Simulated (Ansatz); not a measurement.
Cost and result for the atomization energy of `[CH3][GeH]([NH2])[SiH3]` (13 atoms, 12 bonds).

```json
{"atom": "C1", "x (Å)": "-1.1538", "y (Å)": "0.3592", "z (Å)": "1.4699"}
{"atom": "Ge2", "x (Å)": "0.4494", "y (Å)": "0.2821", "z (Å)": "0.3597"}
{"atom": "N3", "x (Å)": "1.3386", "y (Å)": "-1.2781", "z (Å)": "0.8215"}
{"atom": "Si4", "x (Å)": "-0.1059", "y (Å)": "0.3843", "z (Å)": "-1.9699"}
{"atom": "H5", "x (Å)": "-0.8701", "y (Å)": "0.2835", "z (Å)": "2.5203"}
{"atom": "H6", "x (Å)": "-1.8241", "y (Å)": "-0.4669", "z (Å)": "1.2265"}
{"atom": "H7", "x (Å)": "-1.6882", "y (Å)": "1.2967", "z (Å)": "1.3098"}
{"atom": "H8", "x (Å)": "1.4233", "y (Å)": "1.4244", "z (Å)": "0.7202"}
{"atom": "H9", "x (Å)": "0.8432", "y (Å)": "-2.1198", "z (Å)": "0.5568"}
{"atom": "H10", "x (Å)": "2.2730", "y (Å)": "-1.3381", "z (Å)": "0.4390"}
{"atom": "H11", "x (Å)": "1.1243", "y (Å)": "0.3094", "z (Å)": "-2.8058"}
{"atom": "H12", "x (Å)": "-0.9751", "y (Å)": "-0.7723", "z (Å)": "-2.3278"}
{"atom": "H13", "x (Å)": "-0.8346", "y (Å)": "1.6355", "z (Å)": "-2.3201"}
```

The species carries charge 0 and has multiplicity 1. Correlated methods include outer-core shells of Ge, which these sets cover unevenly. Scalar relativity is left out up to krypton. The structure was optimised at the PBE0-D4/def2-TZVP level. It is one conformer, not always the lowest. Program: Ansatz. All runs use 4 threads of an Arm Neoverse V1 on a shared host. Times are those of one run each, without the atoms' runs, and a repeat can differ threefold. Electronic energies, without spin–orbit coupling; frozen cores. CCSD(T)/CBS adds CCSD(T) − MP2 in def2-TZVPP to the MP2 limit, and its time is that of the two runs behind it. T1 = 0.011. With those shells the extrapolation isn't a true limit. HSE06 is the plane-wave form, built on full-range PBE exchange.

CCSD(T)/CBS is a level of theory with its own doubt, some kJ/mol a heavy atom from the limit and from the frozen cores, so smaller differences don't rank the functionals.

```json
{"level": "LDA (SPW92)/def2-TZVPP", "functions": "278", "wall time": "2.4 s"}
{"level": "revPBE-D4/def2-TZVPP", "functions": "278", "wall time": "3.6 s"}
{"level": "PBE-D4/def2-TZVPP (with forces)", "functions": "278", "wall time": "4.1 s"}
{"level": "HSE06-D4/def2-TZVPP", "functions": "278", "wall time": "5.5 s"}
{"level": "PBE0-D4/def2-TZVPP", "functions": "278", "wall time": "6.5 s"}
{"level": "r2SCAN-D4/def2-TZVPP (with forces)", "functions": "278", "wall time": "7.5 s"}
{"level": "r2SCANh-D4/def2-TZVPP", "functions": "278", "wall time": "7.5 s"}
{"level": "B2PLYP/def2-TZVPP", "functions": "278", "wall time": "8.5 s"}
{"level": "PBE-QIDH/def2-TZVPP", "functions": "278", "wall time": "9 s"}
{"level": "CCSD(T)/def2-SVP", "functions": "123", "wall time": "12 s"}
{"level": "MP2/def2-QZVPP", "functions": "543", "wall time": "46 s"}
{"level": "CCSD(T)/def2-TZVPP", "functions": "278", "wall time": "5.5 min"}
{"level": "CCSD(T)/CBS(def2)", "functions": "–", "wall time": "6.3 min"}
```

Task: What atomization energy does each give, and how far from CCSD(T)/CBS? (Best estimate.)

Result: Ansatz gave: 
| level | atomization (kcal/mol) | difference from CCSD(T)/CBS | per bond |
| --- | --- | --- | --- |
| LDA (SPW92)/def2-TZVPP | 1116.8 | 117.9 | 9.8 |
| revPBE-D4/def2-TZVPP | 979.5 | -19.4 | -1.6 |
| PBE-D4/def2-TZVPP (with forces) | 998.2 | -0.7 | -0.1 |
| HSE06-D4/def2-TZVPP | 989.7 | -9.2 | -0.8 |
| PBE0-D4/def2-TZVPP | 989.4 | -9.5 | -0.8 |
| r2SCAN-D4/def2-TZVPP (with forces) | 994.1 | -4.8 | -0.4 |
| r2SCANh-D4/def2-TZVPP | 990.1 | -8.8 | -0.7 |
| B2PLYP/def2-TZVPP | 983.7 | -15.2 | -1.3 |
| PBE-QIDH/def2-TZVPP | 985.3 | -13.6 | -1.1 |
| CCSD(T)/def2-SVP | 931.9 | -67.0 | -5.6 |
| MP2/def2-QZVPP | 985.9 | -13.0 | -1.1 |
| CCSD(T)/def2-TZVPP | 975.8 | -23.1 | -1.9 |
| CCSD(T)/CBS(def2) | 998.9 | 0.0 | 0.0 |

At CCSD(T), def2-SVP lies −67.0 kcal/mol from the extrapolated value and def2-TZVPP −23.1 kcal/mol: correlation converges slowly with the basis, and small sets miss more of it in the bonded molecule than in its fragments. From r2SCAN to r2SCAN0 (25 % exact exchange), in def2-TZVPP and without D4, the atomization energy moves by −9.7 kcal/mol: exact exchange takes away binding that semilocal exchange gives to molecules. In def2-TZVPP, CCSD(T) changes the Hartree–Fock value by +248.8 kcal/mol (the triples alone add +11.2 kcal/mol) and MP2 by +245.4 kcal/mol; breaking electron pairs costs correlation energy, which Hartree–Fock lacks.

For some Ge, Se and Sn compounds the MP2-based and the directly extrapolated limit differ by 10 to 25 kJ/mol.
